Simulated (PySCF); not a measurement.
C₂H₇ClOSi.
SMILES with atom numbers: `[CH3:1][C@@H:2]([Cl:3])[SiH2:4][OH:5]` (hydrogens: H6, H7, H8 on C1; H9 on C2; H10, H11 on Si4; H12 on O5)

Cartesian coordinates in Å at the PBE0-D3(BJ)/def2-SVP level; atoms count from 1:
```
atom  x, y, z in Å
C1     1.5423    0.3787   -0.1760
C2     0.2749    1.1933   -0.0391
Cl3    0.1424    2.3920   -1.4028
Si4   -1.3462    0.2080   -0.1132
O5    -2.6316    1.2597   -0.1280
H6     1.5382   -0.2150   -1.1026
H7     1.6308   -0.3152    0.6761
H8     2.4356    1.0213   -0.1856
H9     0.2987    1.8087    0.8736
H10   -1.2749   -0.6517   -1.3342
H11   -1.4940   -0.6368    1.1051
H12   -2.5175    1.9929   -0.7444
```

Level: PBE0/def2-SVPD in PySCF, non-relativistic, on one gas-phase PBE0-D3(BJ)/def2-SVP geometry that isn't relaxed in the solvent. The solvent is an IEF-PCM continuum (cavity from Bondi-type radii × 1.2). Only the electrostatic response of the medium enters.

Gas phase at PBE0/def2-SVPD: HOMO -8.15 eV, LUMO -0.15 eV, dipole 1.76 D.

Q: What does the continuum do to the energy, the frontier levels and the dipole at PBE0/def2-SVPD in chloroform and acetonitrile?

A: 
```tsv
solvent	ε	E(solvent) − E(gas) (kcal/mol)	polarisation term (kcal/mol)	distortion of the solute (kcal/mol)	HOMO (eV)	LUMO (eV)	dipole (D)
chloroform	4.711	-3.29	-3.61	0.32	-8.06	-0.05	2.13
acetonitrile	35.69	-4.56	-5.19	0.63	-8.03	-0.03	2.26
```

The polarisation term is half the interaction of the solute with the surface charges that it induces; the rest is the cost of distorting the solute's density. The sum is the electrostatic part of solvation alone. From chloroform to acetonitrile the lowering changes by a factor 1.39, Onsager's factor (ε − 1)/(2ε + 1) by 1.35 and ε itself by 7.6.

Q: Which radius a makes the point-dipole formula ΔE = −[(ε − 1)/(2ε + 1)]·μ²/a³ give the value in acetonitrile, with the gas-phase dipole?

A: μ = 0.691 au and |ΔE| = 0.00727 Eh give a = 1.67 Å; the farthest nucleus lies 2.78 Å from the centroid of the nuclei, so such a sphere wouldn't even hold the nuclei. The formula assumes a rigid point dipole at the centre of a sphere.

Q: Give the dipole vector in the frame of the coordinates (D, pointing from negative to positive charge), gas and acetonitrile.

A: Gas (1.52, -0.64, 0.60), solvent (1.88, -0.86, 0.92). Its length changes by +29 % and its direction by 4°.

Q: How does the static polarisability (PBE0/def2-SVPD, frozen core, with the continuum's full static response) change?

A: 
| medium | isotropic (au) | principal values (au) | ⟨r²⟩ of the electrons (bohr²) |
| --- | --- | --- | --- |
| gas | 69.8 | 60.1, 72.3, 77.0 | 766.9 |
| chloroform | 86.0 | 75.6, 86.9, 95.5 | 767.3 |
| acetonitrile | 93.8 | 84.3, 93.1, 104.0 | 767.4 |

The isotropic value in acetonitrile is 1.34 times the gas-phase one; no cavity-field correction is applied. ⟨r²⟩ is taken about the centre of nuclear charge.

The run took about 40 s of CPU time (one thread, shared machine). This is the whole response run at PBE0/def2-SVPD in acetonitrile, SCF included.
